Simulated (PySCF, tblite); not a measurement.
Isomers of C3H12FPSi3, one GFN2-xTB conformer each. Single-point energies are computed at PBE0/pcSseg-1 (PySCF, gas phase, no added dispersion term), electronic only.

```
                          SMILES  GFN2-xTB relative energy (kcal/mol)
 F[C@@H]1CC[SiH2][SiH2][Si@@H]1P                                  1.7
F[C@H]1[SiH2]C[Si@@H](P)C[SiH2]1                                  0.0
```

Conformers: `[F:1][C@@H:2]1[CH2:3][CH2:4][SiH2:5][SiH2:6][Si@@H:7]1[PH2:8]` with Si6–Si7–P8–H 48° and -45°, F1–C2–C3–C4 -45°, C2–C3–C4–Si5 -78°, C3–C4–Si5–Si6 52°, C4–Si5–Si6–Si7 -30°; `[F:1][C@H:2]1[SiH2:3][CH2:4][Si@@H:5]([PH2:6])[CH2:7][SiH2:8]1` with C4–Si5–P6–H -73° and -166°, F1–C2–Si3–C4 65°, C2–Si3–C4–Si5 54°, Si3–C4–Si5–P6 -171°, C4–Si5–C7–Si8 53°.

Question: What does PBE0/pcSseg-1 give for the same structures?

Answer: 
| SMILES | PBE0/pcSseg-1 E (Eh) | PBE0/pcSseg-1 (kcal/mol) | GFN2-xTB (kcal/mol) | point group |
| --- | --- | --- | --- | --- |
| F[C@H]1[SiH2]C[Si@@H](P)C[SiH2]1 | -1430.43326 | 0.0 | 0.0 | – |
| F[C@@H]1CC[SiH2][SiH2][Si@@H]1P | -1430.41319 | 12.6 | 1.7 | C1 |

Both levels put the same isomer lowest. As drawn, the higher has an Si–Si bond, which the lower lacks.

Question: Which frontier levels, dipoles and rotational constants go with these structures?

Answer: 
| SMILES | HOMO (eV, PBE0/pcSseg-1) | LUMO (eV) | dipole (D) | A, B, C (MHz) |
| --- | --- | --- | --- | --- |
| F[C@H]1[SiH2]C[Si@@H](P)C[SiH2]1 | -7.39 | 0.12 | 1.91 | 1511, 623.2, 519.8 |
| F[C@@H]1CC[SiH2][SiH2][Si@@H]1P | -7.27 | -0.79 | 1.33 | 1474, 694.1, 533.0 |

Question: What happens when harmonic zero-point energies from GFN2-xTB frequencies are added?

Answer: 
| SMILES | ZPE (kcal/mol) | electronic (kcal/mol) | with ZPE (kcal/mol) |
| --- | --- | --- | --- |
| F[C@H]1[SiH2]C[Si@@H](P)C[SiH2]1 | 82.5 | 0.0 | 0.0 |
| F[C@@H]1CC[SiH2][SiH2][Si@@H]1P | 83.9 | 12.6 | 14.0 |

The zero-point energies span 1.4 kcal/mol. The order is unchanged.
